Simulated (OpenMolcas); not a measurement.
Ir⁷⁺.

- Program: OpenMolcas
- Method: CASSCF
- Basis: ANO-R2 [8s6p5d3f1g]
- Scalar Hamiltonian: X2C, finite nucleus
- Active space: 2 electrons in 5 orbitals (5d)
- State averaging: 2S+1 = 3 even, 10 roots; 2S+1 = 1 even, 15 roots
- Spin-orbit coupling: RASSI with atomic mean-field integrals over the reference wave functions, term energies averaged over their components

Levels without dynamic correlation, in cm-1 above 5d2 3F2:

```csv
Level,E
5d2 1G4,38400
5d2 3P0,19687
5d2 1S0,71314
```

On this reference, SS-CASPT2, IPEA 0.25 Eh, imaginary shift 0.1 Eh (closed shells correlated: 5s 5p) puts 5d2 1G4 at 36900 cm-1.

**Question.** Estimate the other levels at that method by one scale factor, and say how well it serves.

**Answer.** The factor is 36900 / 38400 = 0.961. Scaled values beside those that SS-CASPT2 gives and measured ones (van het Hof, Joshi, Wyart and Sugar, J. Res. Natl. Inst. Stand. Technol. 100, 687 (1995)):
```csv
Level,Scaled,SS-CASPT2,Miss (%),Measured
5d2 3P0,18919,17860,+5.9,17254
5d2 1S0,68533,66020,+3.8,65022
```
For these levels the scaled values miss SS-CASPT2 by up to 5.9 %, as correlation changes each term by its own factor, spin-orbit parts do not scale and CASPT2 has its own spread within terms. This holds within one configuration; levels of others move differently, and the target method has errors of its own against measurement.

CASPT2 does not keep the components of a term degenerate, so their means are used; among the terms shown or strongly mixed into the levels shown the widest spread is 420 cm-1 (5d2 1G, SS-CASPT2). Without dynamic correlation excited terms often stand tens of per cent too high (terms of higher spin than the ground term too low), and those without a measured partner can miss by more than the paired ones (holds for CASSCF). Computed and measured levels are paired by configuration, term and J; levels that our copy of the source lacks, or whose pairing is in doubt (as where it misses far off the trend of its configuration), stay unpaired and out of the deviations. Only configurations of the active space appear.
